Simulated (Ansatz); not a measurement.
Gas-phase electronic energies from Ansatz, PBE0-D4/def2-TZVP geometries. CBS: MP2 limit from def2 TZ/QZ plus the TZ coupled-cluster correction, frozen cores. DFT in def2-TZVPP. B3LYP here is the variant with VWN-RPA as its local correlation; programs differ in this. Each species was taken in one conformer, which may not be the lowest.

Consider the redistribution: `F[Si@@H](Cl)[Si@@H](F)Cl` + `BCCl` → `BC[SiH](F)Cl` + `F[SiH](Cl)Cl`.

`F[Si@@H](Cl)[Si@@H](F)Cl`:

Z-matrix (Å, degrees):
```
Si
Cl 1 2.042
Si 1 2.347 2 106.3
F 1 1.594 2 108.6 3 118.7
H 1 1.479 2 108.7 3 -123.9
F 3 1.594 1 110.4 2 173.2
Cl 3 2.042 1 106.3 2 -69.2
H 3 1.479 1 114.6 2 50.9
```

`BCCl`:

```xyz
7

B     0.001   -0.761    0.547
C    -0.015    0.439   -0.432
Cl    0.229    2.059    0.272
H    -0.163   -1.847    0.072
H     0.165   -0.636    1.722
H    -0.966    0.453   -0.977
H     0.751    0.293   -1.203
```

`BC[SiH](F)Cl`:

```xyz
10

B     0.991   -1.012   -0.689
C     0.072    0.224   -0.769
Si   -0.638    0.631    0.897
F    -1.694    1.810    0.727
Cl   -1.630   -0.974    1.679
H     0.587   -2.097   -0.983
H     2.115   -0.902   -0.288
H    -0.791    0.104   -1.431
H     0.616    1.144   -1.020
H     0.372    1.073    1.877
```

`F[SiH](Cl)Cl`:

Cartesian coordinates in Å:
```
F 0.115 0.203 -1.603
Si 0.097 0.055 -0.029
Cl 0.027 -1.916 0.426
Cl -1.550 0.994 0.680
H 1.311 0.664 0.525
```

```tsv
level	ΔE (kJ/mol)	difference from CCSD(T)/CBS
revPBE-D4	-197.0	21.3
r2SCAN-D4	-218.8	-0.5
PBE0-D4	-207.3	11.0
B3LYP-D4	-205.6	12.7
r2SCAN0-D4	-222.6	-4.3
BHLYP-D4	-214.7	3.6
PBE-QIDH	-221.9	-3.6
r2SCAN0	-222.7	-4.4
LC-ωPBE	-213.9	4.4
CCSD/def2-SVP	-220.2	-1.9
CCSD(T)/def2-SVP	-219.6	-1.3
HF/def2-TZVPP	-216.6	1.7
CCSD/def2-TZVPP	-219.1	-0.8
CCSD(T)/def2-TZVPP	-219.1	-0.8
HF/def2-QZVPP	-217.2	1.1
HF/CBS(def2)	-217.3	1.0
CCSD(T)/CBS	-218.3	0
```

Largest T1 diagnostic among the species: 0.011.

Leaving LDA and LC-ωPBE aside and taking each functional with its dispersion term where it has one, the values spread over 25.6 kJ/mol, from r2SCAN0-D4 to revPBE-D4. LDA lies −10.7 kJ/mol from PBE without D4. From r2SCAN to r2SCAN0 (25 % exact exchange), in def2-TZVPP and without D4, ΔE moves by −3.9 kJ/mol.
